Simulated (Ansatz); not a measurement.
Mulliken charges of ClF2GeHS (`[F][Ge]([F])([SH])[Cl]`) from B3LYP/def2-TZVPP in Ansatz (PBE0-D4/def2-TZVP geometry).

| atom | x (Å) | y (Å) | z (Å) | charge (e) |
| --- | --- | --- | --- | --- |
| F1 | 1.195 | -1.026 | 1.350 | -0.340 |
| Ge2 | 0.311 | -0.343 | 0.054 | 1.001 |
| F3 | -0.329 | -1.676 | -0.811 | -0.338 |
| S4 | -1.234 | 0.923 | 0.914 | -0.217 |
| Cl5 | 1.648 | 0.629 | -1.261 | -0.235 |
| H6 | -1.549 | 1.429 | -0.292 | 0.129 |

**Question.** By hand: the dipole of these point charges (1 e Å = 4.8032 D).

**Answer.** Σ q r = (-0.303, 0.408, -0.070) e Å, of length 0.513 e Å = 2.46 D.

**Question.** How does the dipole of the full density compare? (Estimate.)

**Answer.** Computed: (-0.255, 0.428, -0.087) e Å, 2.43 D; the point charges give 1.01 times that, at 6° from its direction.

Point charges leave out the atoms' own dipoles, such as those of lone pairs, and Mulliken's split depends on the basis, so the close match here is no proof of good charges.

B3LYP here is the variant with VWN-RPA as its local correlation; programs differ in this.
